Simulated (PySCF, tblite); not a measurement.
Isomers of [C8H8]+ (charge +1 and doublet state), one GFN2-xTB conformer each. Single-point energies are computed at B3LYP/pcH-1 (PySCF, gas phase, no added dispersion term), electronic only. GFN2-xTB treats the open shell by occupation alone, and not every SCF solution was tested for stability.

```tsv
SMILES	GFN2-xTB relative energy (kJ/mol)
[CH+]=[C]C#CCC1CC1	283.4
C=C[C+]1[CH]C=CC=C1	0.0
```

Conformers: `[CH+:1]=[C:2][C:3]#[C:4][CH2:5][CH:6]1[CH2:7][CH2:8]1` (charge +1 and doublet state) with C4–C5–C6–C7 -163°; `[CH2:1]=[CH:2][C+:3]1[CH:4][CH:5]=[CH:6][CH:7]=[CH:8]1` (charge +1 and doublet state) with C1–C2–C3–C4 180°.

Task: What does B3LYP/pcH-1 give for the same structures?

Result: 
```tsv
SMILES	B3LYP/pcH-1 E (Eh)	B3LYP/pcH-1 (kJ/mol)	GFN2-xTB (kJ/mol)	point group
C=C[C+]1[CH]C=CC=C1	-309.37147	0.0	0.0	Cs
[CH+]=[C]C#CCC1CC1	-309.20672	432.5	283.4	C1
```

Both levels put the same isomer lowest. As drawn, the higher has a three-membered ring, which the lower lacks.

Task: What happens when harmonic zero-point energies from GFN2-xTB frequencies are added?

Result: 
```json
{"SMILES": "C=C[C+]1[CH]C=CC=C1", "ZPE (kJ/mol)": "330.6", "electronic (kJ/mol)": "0.0", "with ZPE (kJ/mol)": "0.0"}
{"SMILES": "[CH+]=[C]C#CCC1CC1", "ZPE (kJ/mol)": "321.9", "electronic (kJ/mol)": "432.5", "with ZPE (kJ/mol)": "423.9"}
```

The zero-point energies span 8.7 kJ/mol. The order is unchanged.
